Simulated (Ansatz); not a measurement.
C₃H₆FIn, SMILES `C=C(F)[CH2][InH2]`. The species carries charge 0 and has multiplicity 1. In takes the def2 core potential. The structure was optimised at the PBE0-D4/def2-TZVP level. It is one conformer, not always the lowest.

```xyz
11

C    -0.367    1.677   -1.068
C    -0.616    0.508   -0.499
F    -1.750    0.382    0.243
C     0.171   -0.728   -0.477
In    0.673   -1.206    1.600
H    -1.039    2.514   -0.933
H     0.516    1.804   -1.676
H    -0.409   -1.568   -0.868
H     1.080   -0.621   -1.070
H     1.164    0.087    2.628
H     0.578   -2.848    2.121
```

Task: What is the dipole moment at PBE/def2-TZVPP? (An estimate is asked.)

Result: Ansatz gave: 1.59 D, with components (1.31, -0.69, -0.60) D in this frame, pointing from negative to positive charge.

Task: And with r2SCAN, B3LYP, ωB97M-V? (Estimate.)

Result: The calculation gave: r2SCAN 1.67 D, B3LYP 1.69 D, ωB97M-V 1.69 D.

Task: Give the Mulliken charges with PBE, ωB97M-V, B3LYP in def2-TZVPP. (An estimate is asked.)

Result: The calculation gave: 
| atom | PBE | ωB97M-V | B3LYP |
| --- | --- | --- | --- |
| C1 | -0.26 | -0.25 | -0.28 |
| C2 | 0.18 | 0.20 | 0.22 |
| F3 | -0.19 | -0.22 | -0.24 |
| C4 | -0.39 | -0.49 | -0.42 |
| In5 | 0.52 | 0.48 | 0.58 |
| H6 | 0.10 | 0.10 | 0.11 |
| H7 | 0.08 | 0.09 | 0.09 |
| H8 | 0.12 | 0.15 | 0.12 |
| H9 | 0.10 | 0.12 | 0.09 |
| H10 | -0.13 | -0.09 | -0.14 |
| H11 | -0.13 | -0.09 | -0.14 |

B3LYP here is the variant with VWN-RPA as its local correlation; programs differ in this.
